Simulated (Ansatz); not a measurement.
# Nudged elastic band run: CH₆BInO₂

Input file:

```yaml
crystal:
  periodic: [false, false, false]
  atoms:
    - { symbol: B, position_ang: [-0.28293, 2.322021, 0.874567] }
    - { symbol: In, position_ang: [0.417091, 0.758023, -0.589014] }
    - { symbol: O, position_ang: [1.447125, 1.100089, -2.277646] }
    - { symbol: O, position_ang: [0.187564, -1.246658, -0.520773] }
    - { symbol: C, position_ang: [-0.470357, -1.993839, 0.460131] }
    - { symbol: H, position_ang: [-1.323312, 2.899021, 0.696385] }
    - { symbol: H, position_ang: [0.37818, 2.588223, 1.84375] }
    - { symbol: H, position_ang: [1.63853, 0.265373, -2.73046] }
    - { symbol: H, position_ang: [-1.361555, -2.507619, 0.045054] }
    - { symbol: H, position_ang: [0.194424, -2.782858, 0.866213] }
    - { symbol: H, position_ang: [-0.824748, -1.401767, 1.331814] }
basis:
  gaussian: { orbitals: def2-SVP }
hamiltonian:
  xc: b3lyp
  dispersion: d4
neb:
  order_check: false
  images: 7
  f_tol: 0.05
  max_iterations: 60
  initial_path: idpp
  spring: 50.0
  final_atoms:
    - { symbol: B, position_ang: [-0.34163099, 2.33948629, 0.83551065] }
    - { symbol: In, position_ang: [0.41270951, 0.75759778, -0.58001337] }
    - { symbol: O, position_ang: [1.45291904, 1.09347859, -2.26344927] }
    - { symbol: O, position_ang: [0.27276594, -1.25452453, -0.4667477] }
    - { symbol: C, position_ang: [-0.43939336, -2.00156267, 0.47646749] }
    - { symbol: H, position_ang: [0.32275413, 2.67547211, 1.78033483] }
    - { symbol: H, position_ang: [-1.41480671, 2.85389628, 0.65907835] }
    - { symbol: H, position_ang: [1.67182594, 0.2562297, -2.69855525] }
    - { symbol: H, position_ang: [-1.46966699, -2.23735215, 0.13588784] }
    - { symbol: H, position_ang: [0.06849417, -2.97022434, 0.65139206] }
    - { symbol: H, position_ang: [-0.5359587, -1.51248804, 1.47011538] }
```

Launched with:

```bash
$ ansatz run input.yaml --threads 2 --pin off --max-ram 3072MiB --backend cpu --events-out ev --progress --plain --runs-dir out
```

Output, in part (warnings, iteration lines, the closing report on the highest movable image, with atoms numbered from 0):

```
NEB end point (image 0): max|allowed force component| = 1.360e-2 eV/Å (the criterion of neb.relax_end_points is 1.000e-2)
NEB end point (image 8): max|allowed force component| = 5.483e-3 eV/Å (the criterion of neb.relax_end_points is 1.000e-2)
NEB iter   1: max|band force component| = 6.235e-1 eV/Å  barrier→ = 0.1068 eV  barrier← = 0.1084 eV  Δτ_max = 0.1213 Å  (251 SCF iters)
NEB iter   2: max|band force component| = 2.402e-1 eV/Å  barrier→ = 0.0432 eV  barrier← = 0.0448 eV  CI = image 4  Δτ_max = 0.0645 Å  (219 SCF iters)
NEB iter   3: max|band force component| = 7.220e-2 eV/Å  barrier→ = 0.0402 eV  barrier← = 0.0418 eV  CI = image 4  Δτ_max = 0.0303 Å  (224 SCF iters)
NEB iter   4: max|band force component| = 4.296e-2 eV/Å  barrier→ = 0.0399 eV  barrier← = 0.0415 eV  CI = image 4  Δτ_max = 0.0000 Å  (412 SCF iters)
Total energy: -11075.62572975 eV, -407.0217382394 hartree
Atom 0 at    -0.814230     2.265707     0.695643 Å, force    -0.002984    -0.005761     0.000842 eV/Å
Atom 1 at    -0.001734     0.726091    -0.760568 Å, force     0.000758     0.003216     0.008236 eV/Å
Atom 2 at     0.408751     1.008679    -2.704829 Å, force    -0.004519    -0.002973    -0.004456 eV/Å
Atom 3 at     0.493366    -1.204101    -0.420566 Å, force    -0.006073     0.014411    -0.022753 eV/Å
Atom 4 at     0.340315    -1.915330     0.771446 Å, force     0.004546    -0.012190     0.033849 eV/Å
Atom 5 at    -0.979328     3.400295     0.334134 Å, force     0.005083    -0.006098    -0.000249 eV/Å
Atom 6 at    -1.084801     1.952516     1.824978 Å, force     0.002773     0.004059    -0.003728 eV/Å
Atom 7 at     0.733710     0.190122    -3.107978 Å, force     0.003766     0.003476     0.000002 eV/Å
Atom 8 at    -0.508909    -2.628035     0.718009 Å, force     0.002656     0.000945    -0.005545 eV/Å
Atom 9 at     1.247286    -2.516427     0.983108 Å, force    -0.002784     0.004787     0.000579 eV/Å
Atom 10 at     0.165586    -1.279509     1.666647 Å, force    -0.003222    -0.003874    -0.006778 eV/Å
Dipole moment:    -0.192847     0.165990     0.495540 e Å
```

It converged. Another band between the same ends (7 images) ends at a top of the same energy, where a vibrational analysis finds 1 clearly imaginary mode.

Final band (atoms are numbered from 1 in the order of the input):

```csv
image,path coordinate (Å),energy (eV),dihedral H6–B1–In2–O4 (°)
0,0.00,0.000,-95
1,0.55,0.007,-118
2,1.10,0.022,-140
3,1.66,0.035,-162
4,2.21,0.040,176
5,2.76,0.035,153
6,3.32,0.021,131
7,3.88,0.005,108
8,4.43,-0.002,86
```

The run took 91 s on 2 threads of Intel(R) Xeon(R) Platinum 8488C (Sapphire Rapids), with other jobs on the host, peak memory 0.3 GiB.
